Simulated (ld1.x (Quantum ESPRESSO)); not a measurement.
**What one change does to a pseudopotential (thallium (Tl), TM)**

- Element: thallium
- Generator: ld1.x (Quantum ESPRESSO) 7.5
- Type: norm-conserving Troullier–Martins (Kleinman–Bylander form)
- Functional: PBE
- Relativity: fully relativistic
- Frozen core: [Xe] 4f14 5d10
- Valence charge: 3
- Reference configuration: 6s1.5 6p1.5
- Partial waves: 6p (bound): rc 2.60 bohr; 6s (bound): rc 2.25 bohr
- Local potential: the s channel
- Core correction: none

Open shells are filled in proportion to 2j + 1 (rel_dist='average').

All-electron outer shells of the reference configuration (PBE, scalar-relativistic, ld1.x):

```csv
shell,level (eV),outermost node (bohr),outermost maximum (bohr)
5p,-77.10,0.50,0.91
5d,-16.43,0.53,1.11
6s,-10.19,1.04,2.05
6p,-2.79,1.23,2.87
```

Change: core correction a·sin(br)/r model core inside 1.00 bohr.

Cutoffs: the cutoffs (Ry, on a coarse ladder) from which the occupation-weighted sum of valence levels, in a spherical-Bessel basis at the reference potential, stays within 10 and 1 mRy of its value at 400 Ry; they do not see the model core or the augmentation charge, which bear on the density cutoff. Errors are all-electron minus pseudo energies relative to the spin-unpolarised reference configuration.

**Question.** What does the change do?

**Answer.** The potential gets neither clearly harder nor softer (18 Ry and 30 Ry → 18 Ry and 30 Ry); of the 7 tests that both files solve, the error grows in 4 and shrinks in 2 by more than 15 % and 0.3 meV (median size 34.1 → 16.1 meV); neither file shows a bound ghost. A model core, the more so a compact one, raises the density cutoff, which this test does not measure.

| quantity | base | changed |
| --- | --- | --- |
| cutoff, loose | 18 Ry | 18 Ry |
| cutoff, tight | 30 Ry | 30 Ry |
| bound ghosts | none | none |
| error for 6s2 6p1, meV [ΔE -3.59 eV] | +7.6 | -12 |
| error for 6s2 6p0, meV [ΔE 1.68 eV] | +92 | -12 |
| error for 6s1 6p0, meV [ΔE 22.47 eV] | +154 | -269 |
| error for 6s2 6p0.5, meV [ΔE -1.69 eV] | +34 | -5.5 |
| error for 6s0 6p3, meV [ΔE 11.37 eV] | +116 | -105 |
| error for 6s1 6p1, meV [ΔE 9.83 eV] | +4.4 | -64 |
| error for 6s2 6p1.3, meV [ΔE -4.11 eV] | +1.3 | -16 |
| s: phases at 2.86 bohr within 0.05 rad from the reference energy up to (Ry; the scan ends near 5) | 2.1 | 2.1 |
| p1/2: phases at 2.86 bohr within 0.05 rad from the reference energy up to (Ry; the scan ends near 5) | 3.0 | 3.0 |
| p3/2: phases at 2.86 bohr within 0.05 rad from the reference energy up to (Ry; the scan ends near 5) | 2.8 | 2.8 |
